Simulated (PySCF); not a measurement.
**Match the barriers**

Saddle point of SiHCl2F, singlet (SiClF + HCl → SiCl₂ + HF; bonds formed: Si1–Cl5, F2–H3; bonds broken: Si1–F2, H3–Cl5), PBE0-D4/def2-TZVP structure:

Si1  (0.872, 0.146, 0.700)
F2  (0.604, 0.014, -1.139)
H3  (-0.272, -0.701, -0.850)
Cl4  (-0.227, 1.896, 0.936)
Cl5  (-0.977, -1.354, 0.353)
(Å)

Program: PySCF 2.14 with density fitting (its default auxiliary sets; JK sets also for MP2 and CCSD(T)). Basis: def2-TZVPP, with def2-QZVPP for the basis limit. Cores are frozen in the correlated methods. Extrapolation: Hartree–Fock as exp(−7.88 √X), correlation as X^−2.97. Four methods, as single points on the PBE0-D4 structures, gave these electronic barriers from the start structure: 14.02, 15.58, 21.56, 31.82 kcal/mol.

(1) The methods were, in alphabetical order, BHLYP-D4, BLYP-D4, HF, r2SCAN-D4. Which gave which? (A judgement: the text doesn't fix the answer.)

No T1 diagnostic of these runs exceeds 0.013.

Results:

(1) By the calculation: r2SCAN-D4 14.02; BLYP-D4 15.58; BHLYP-D4 21.56; HF 31.82 kcal/mol. For comparison, CCSD(T) at an estimated basis limit (MP2 extrapolated from triple and quadruple zeta, plus CCSD(T) − MP2 in triple zeta) gives 19.06 kcal/mol.

For scale, one of the runs: CCSD(T)/def2-TZVPP, 171 basis functions, launched by `OMP_NUM_THREADS=4 python run.py`. Time: 3.3 min of wall clock on 4 CPU threads of an Arm Neoverse V1; the host was shared. Peak host memory: 1.6 GiB.
